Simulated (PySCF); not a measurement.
How methods differ on the excitation energy of Cl

Cl [Ne] 3s2 3p5 (2P) → Cl [Ne] 3s1 3p6 (2S), as a difference of total energies. Calculation: PySCF 2.14, in def2-QZVPPD; no relativity, point nucleus. Correlated levels: valence: [Ne] frozen; valence and next inner shell: 1s2 frozen. The calculations carry no spin-orbit coupling.

Order these methods by the excitation energy they give, lowest first.
A. r2SCANh
B. UHF
C. LDA
D. MP2 (valence and next inner shell)

C (11.760 eV), D (12.858 eV), A (12.993 eV), B (15.411 eV).

Errors of the correlated levels include the incompleteness of this basis and the frozen core.

For comparison: 10.586 eV (measured; NIST levels, between the centres of gravity of the two terms).
